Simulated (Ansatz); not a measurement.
Spectroscopic constants of Br$_{2}$, closed-shell singlet (the spin of the measured ground state). No spin–orbit coupling. Br is treated without relativity.

The constants come from a fifth-degree fit in 1/R (seven points, main isotopes). In def2 and cc sets the state is the lowest found near the PBE0 minimum, followed along R. The singlet is held restricted.

Correlated levels freeze the inner cores; with def2 sets outer-core shells near the valence are correlated too. CBS(a, b) extrapolates the correlation energy as X⁻³ and adds the Hartree–Fock energy of set b.

Run with Ansatz (a program for electronic structure) with Gaussian orbitals. 

Quantity: ω_e, from seven points a level.

Costs are ratios of core time to PBE/def2-TZVPP (roughly 6 s), for whole runs (searches for the state included, and forces where a run took them) on one shared machine, so rough; each error counts from the measured 325.32 cm⁻¹ [Huber and Herzberg (1979), NIST Chemistry WebBook].

```
level                                basis functions  cost  error (cm⁻¹)
-----------------------------------  ---------------  ----  ------------
PBE/def2-TZVPP                                    96    ×1           -11
r2SCAN/def2-TZVPP                                 96    ×2            -1
PBE0/def2-TZVPP                                   96    ×2            11
BHLYP/def2-TZVPP                                  96    ×2            13
B3LYP/def2-TZVPP                                  96    ×2           -10
CAM-B3LYP/def2-TZVPP                              96    ×2             9
B97M-V/def2-TZVPP                                 96    ×3            -1
wB97X-V/def2-TZVPP                                96    ×4            22
wB97M-V/def2-TZVPP                                96    ×5            17
CCSD(T)/def2-TZVPP                                96    ×5            -5
CCSD(T)/def2-QZVPP                               178   ×40             3
CCSD(T)/CBS(def2-TZVPP, def2-QZVPP)                -   ×40             6
```

What the step from CCSD(T)/def2-TZVPP to CCSD(T)/def2-QZVPP costs and buys: 96 to 178 functions, cost ×8 (rough); the error goes from -5 to 3 cm⁻¹.
